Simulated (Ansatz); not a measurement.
Ideal-gas functions of F$_{3}$GeHS (`[F][Ge]([F])([F])[SH]`) at 298.15 K and 1 bar, from an Ansatz frequency run at PBE0-D4/def2-TZVP.

Molar mass 162.68 g/mol, point group Cs (symmetry number 1), electronic degeneracy 1, moments of inertia 143.498, 241.693, 246.535 u Å². Harmonic wavenumbers (cm⁻¹, unscaled): 75, 154, 180, 238, 240, 266, 446, 731, 756, 762, 788, 2701.

Use S(trans) = R[1.5 ln M + 2.5 ln T − 1.1517]; rotational temperatures θ = 24.2544 K / I; S(rot) = R[ln(√π/σ · √(T³/θAθBθC)) + 1.5]; for each mode x = 1.438777 ν̃/T, S = R[x/(eˣ − 1) − ln(1 − e⁻ˣ)] and H = RT x/(eˣ − 1); 1 cm⁻¹ = 0.0119627 kJ/mol; R = 8.31446 J/(mol·K).

Problem. By hand: the entropy, in J/(mol·K).

Solution. Translation 172.4. Rotation: θ = 0.169, 0.1004, 0.0984 K, giving 114.9. Vibration, mode by mode: 16.81, 10.97, 9.74, 7.61, 7.54, 6.79, 3.38, 1.14, 1.03, 1.01, 0.91, 0.00, in all 66.9. Electronic 0.0. Sum 354.2 J/(mol·K).

Problem. By hand: H − E and G − E in kJ/mol, counted from the electronic energy.

Solution. Zero-point energy ½ × 7337 × 0.0119627 = 43.9; thermal vibration 10.8; translation, rotation and pV give 4 RT = 9.9. H − E = 64.6 kJ/mol, and G − E = 64.6 − 298.15 × 354.2/1000 = -41.0 kJ/mol.

Vibration gives 19 % of the entropy, 16.8 J/(mol·K) of it from the mode under 150 cm⁻¹: soft modes count most, and the harmonic formula is weakest for them. The sum counts one conformer and one mirror image; others add a mixing term.
